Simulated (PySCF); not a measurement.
Partial charges of 3-phenylthiophene

3-phenylthiophene, C₁₀H₈S.
Geometry (GFN2-xTB, Å), atoms numbered from 1 in this order:
```xyz
19
C10H8S angstrom
C     -2.963   -0.331    0.218
C     -2.379    0.917    0.076
C     -1.007    1.034   -0.050
C     -0.196   -0.099   -0.039
C      1.256    0.024   -0.164
C      2.014    1.116    0.347
C      3.342    0.992    0.117
S      3.718   -0.450   -0.744
C      2.060   -0.895   -0.775
C     -0.795   -1.350    0.097
C     -2.166   -1.463    0.226
H     -4.034   -0.419    0.322
H     -2.995    1.804    0.062
H     -0.562    2.010   -0.173
H      1.580    1.940    0.886
H      4.135    1.655    0.400
H      1.775   -1.801   -1.272
H     -0.176   -2.235    0.121
H     -2.616   -2.439    0.339
```

Density: PBE0/pcSseg-1 (PySCF); schemes: Mulliken, IAO, Hirshfeld and ESP-fitted. Isolated species at its GFN2-xTB geometry (one conformer only).

At which atom do the 4 schemes differ most?

At S8: from +0.076 (ESP-fitted) to +0.349 e (IAO), 0.273 e apart.

Which atoms carry the lowest charge in the Mulliken, IAO, Hirshfeld and ESP-fitted schemes?

All schemes agree: Mulliken C9 (-0.265); IAO C9 (-0.331); Hirshfeld C9 (-0.087); ESP-fitted C9 (-0.314).

Tabulate the Mulliken, IAO, Hirshfeld and ESP-fitted charges.

In e:

```csv
atom,environment,Mulliken,IAO,Hirshfeld,ESP-fitted
C1,aromatic CH carbon,-0.073,-0.156,-0.051,-0.154
C2,aromatic CH carbon,-0.071,-0.148,-0.049,-0.138
C3,aromatic CH carbon,-0.033,-0.156,-0.050,-0.174
C4,substituted aromatic carbon,-0.126,+0.003,+0.001,+0.096
C5,substituted aromatic carbon,-0.080,-0.027,-0.022,+0.075
C6,aromatic CH carbon,-0.007,-0.185,-0.072,-0.183
C7,aromatic CH next to a ring sulfur,-0.255,-0.317,-0.084,-0.281
S8,thiophene-type sulfur,+0.269,+0.349,+0.105,+0.076
C9,aromatic CH next to a ring sulfur,-0.265,-0.331,-0.087,-0.314
C10,aromatic CH carbon,-0.026,-0.153,-0.050,-0.185
C11,aromatic CH carbon,-0.071,-0.148,-0.048,-0.134
H12,aromatic hydrogen,+0.088,+0.153,+0.050,+0.141
H13,aromatic hydrogen,+0.088,+0.153,+0.051,+0.140
H14,aromatic hydrogen,+0.080,+0.150,+0.047,+0.139
H15,aromatic hydrogen,+0.084,+0.162,+0.055,+0.166
H16,aromatic hydrogen,+0.124,+0.175,+0.055,+0.226
H17,aromatic hydrogen,+0.108,+0.172,+0.052,+0.225
H18,aromatic hydrogen,+0.078,+0.150,+0.046,+0.139
H19,aromatic hydrogen,+0.088,+0.153,+0.051,+0.142
```

Mean size of the charges over all atoms: IAO 0.171 e, ESP-fitted 0.165 e, Mulliken 0.106 e, Hirshfeld 0.054 e. Each set sums to the total charge, 0, to within 0.001 e. The IAO scheme counts the electrons in orthogonalised intrinsic atomic orbitals, a minimal basis polarised so that it spans the occupied orbitals exactly.

Sum the charges by element, for elements with more than one atom.

| element | atoms | Mulliken | IAO | Hirshfeld | ESP-fitted |
| --- | --- | --- | --- | --- | --- |
| C | 10 | -1.008 | -1.617 | -0.512 | -1.394 |
| H | 8 | +0.740 | +1.269 | +0.407 | +1.318 |

How many electrons does the ESP-fitted scheme count on C6?

Z − q = 6 − (-0.183) ≈ 6.184.
